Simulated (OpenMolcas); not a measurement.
# Levels of neutral phosphorus by method

| Property | Result |
| --- | --- |
| Program | OpenMolcas 26.06 |
| Basis | ANO-RCC [8s7p5d4f2g] |
| Scalar Hamiltonian | DKH2, point nucleus |
| Active space | 5 electrons in 8 orbitals (3s 3p 4s 4p) |
| State averaging | 2S+1 = 4 odd, 1 root; 2S+1 = 2 odd, 8 roots; 2S+1 = 4 even, 3 roots; 2S+1 = 2 even, 9 roots |
| Spin-orbit coupling | state interaction with AMFI integrals over the reference wave functions, term energies averaged over their components |

Methods on the same reference wave functions:
A. CASSCF
B. SS-CASPT2, IPEA 0.25 Eh, imaginary shift 0.1 Eh (closed shells correlated: 2s 2p)

Energies in cm-1 above 3s2 3p3 4S* 3/2, the measured ground level; measured values from NIST Handbook of Basic Atomic Spectroscopic Data.

```
          Level      A      B  Measured
3s2 3p3 4S* 3/2    0.0    0.0       0.0
3s2 3p3 2D* 3/2  14644  11820     11361
3s2 3p3 2D* 5/2  14665  11840     11377
3s2 3p3 2P* 1/2  19539  18980     18723
3s2 3p3 2P* 3/2  19552  18990     18748
```

Deviations, from unrounded energies. A percentage is the sum of absolute deviations over the sum of measured energies, with the sign that they share, or ± where signs differ.

```tsv
Against measurement	Levels	A	B
mean absolute deviation (cm-1)	4	2000	360
other terms of the ground configuration (%)	4	+13.6	+2.4
```

B lies closest to measurement on these levels. The largest miss of B in the table is 3s2 3p3 2D* 5/2, by +460 cm-1. The ranking rests on the paired levels alone, and a cruder setting can come out closer through cancelling errors.

From A to B the spin-free energies of the other terms of 3s2 3p3 shown, above 4S*, scale by factors of 0.81 to 0.97.

The lowest spin-free term lies below A's lowest term by 0.245 hartree in B.

Term energies are means over components that CASPT2 splits; among the terms shown or strongly mixed into the levels shown the widest spread is 120 cm-1 (3s2 3p3 2D*, B). The run also gave levels led by 3s2 3p2 4s, which use shells meant for correlation; these and all levels above them are left out. No level of 3s 3p4 was computed, though it lies in the active space. Without dynamic correlation excited terms often stand tens of per cent too high (terms of higher spin than the ground term too low), and those without a measured partner can miss by more than the paired ones (holds for A). Computed and measured levels are paired by configuration, term and J; levels that our copy of the source lacks, or whose pairing is in doubt (as where it misses far off the trend of its configuration), stay unpaired and out of the deviations. Levels of configurations outside the active space are missing. Levels that lie high or do not pair safely by name in every column are left out.

* marks odd parity.
